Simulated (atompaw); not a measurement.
**How hard is this nitrogen PAW (atompaw) potential?**

```
Element                 : nitrogen (N)
Generator               : atompaw 4.2.0.5
Type                    : PAW
Functional              : LDA (PW92)
Relativity              : scalar-relativistic
Frozen core             : [He]
Valence charge          : 5
Reference configuration : 2s2 2p3
Partial waves           : 2s (bound): rc 1.55 bohr; 2s channel at -0.1 Ry: rc 1.55 bohr; 2p (bound): rc 1.55 bohr; 2p channel at 3.85 Ry: rc 1.50 bohr; 3d channel at -0.05 Ry: rc 1.55 bohr; 3d channel at 2.2 Ry: rc 1.55 bohr
Local potential         : troulliermartins scheme with l = 3 at -0.5 Ry, radius 1.40 bohr
Core correction         : smooth core density matched at 1.35 bohr
Augmentation charge     : sinc compensation charge, radius 1.55 bohr; PAW radius 1.55 bohr; waves and projectors: custom rrkj gramschmidtortho
```

The pseudo-atom Hamiltonian at the reference potential is diagonalised in spherical Bessel functions j_l(qr) that vanish at 20 bohr, with q² up to the cutoff. All-electron valence levels (Ry): 2s -1.3539, 2p -0.5321.

Problem. How do the lowest levels (Ry) of each channel move with the cutoff, and are there ghosts?

Solution.

```
cutoff (Ry)     s #1     s #2     p #1    p #2    d #1    d #2    f #1    f #2  Σ f·Δε (mRy)
          8  -1.3126  -0.0075  -0.3290  0.0417  0.0773  0.1832  0.1193  0.2597         692.0
         12  -1.3450  -0.0086  -0.4494  0.0396  0.0773  0.1832  0.1193  0.2597         266.0
         18  -1.3532  -0.0088  -0.5132  0.0385  0.0773  0.1832  0.1193  0.2597          58.2
         25  -1.3539  -0.0088  -0.5295  0.0382  0.0773  0.1832  0.1193  0.2597           8.0
         35  -1.3539  -0.0089  -0.5319  0.0381  0.0773  0.1832  0.1193  0.2597           0.7
         45  -1.3539  -0.0089  -0.5320  0.0380  0.0773  0.1832  0.1193  0.2597           0.5
        400  -1.3540  -0.0089  -0.5321  0.0380  0.0773  0.1832  0.1193  0.2597           0.0
```

Result: no extra level below or beside the all-electron valence levels (s, p, d, f tested); 10 mRy is reached at 25 Ry and 1 mRy at 35 Ry.
